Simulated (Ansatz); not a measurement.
Question: Predict a relaxed structure of N-butyl-N-methylpyrrolidinium cyclic bis(sulfonyl)imide (C12H20F6N2O4S2), charge 0, singlet, at PBE-D4/def2-SVP (Ansatz).

Answer: 
```xyz
46

C    -3.724    1.361    1.520
C    -3.031    0.297    0.670
C    -1.710   -0.176    1.297
C    -0.913   -1.018    0.312
N     0.281   -1.765    0.908
C     1.090   -0.878    1.811
C     1.161   -2.308   -0.242
C     1.330   -3.797    0.037
C     0.004   -4.171    0.710
C    -0.198   -3.004    1.667
H    -3.921    1.004    2.553
H    -4.694    1.659    1.076
H    -3.087    2.267    1.583
H    -3.699   -0.580    0.512
H    -2.810    0.722   -0.331
H    -1.926   -0.738    2.234
H    -1.116    0.717    1.581
H    -0.512   -0.379   -0.498
H    -1.540   -1.802   -0.160
H     1.325    0.065    1.278
H     2.017   -1.415    2.081
H     0.501   -0.662    2.721
H     0.617   -2.114   -1.184
H     2.091   -1.710   -0.287
H     2.179   -3.982    0.728
H     1.531   -4.361   -0.894
H    -0.817   -4.219   -0.036
H     0.026   -5.139    1.245
H     0.450   -3.113    2.558
H    -1.235   -2.835    2.010
O     3.113    0.255   -0.769
S     1.933    0.914   -1.384
O     1.107    0.133   -2.342
N     1.119    1.646   -0.166
S    -0.199    2.560   -0.544
O    -0.684    3.165    0.714
O    -1.163    1.925   -1.477
C     0.610    3.951   -1.552
F    -0.359    4.748   -2.047
F     1.400    4.668   -0.726
C     1.466    3.414   -2.741
F     0.645    2.828   -3.640
F     2.066    4.486   -3.333
C     2.590    2.401   -2.361
F     3.173    1.957   -3.493
F     3.512    3.023   -1.598
```
 This is one stationary point.

Single mean-field runs in def2-SVP are fitted with def2-universal-jkfit.
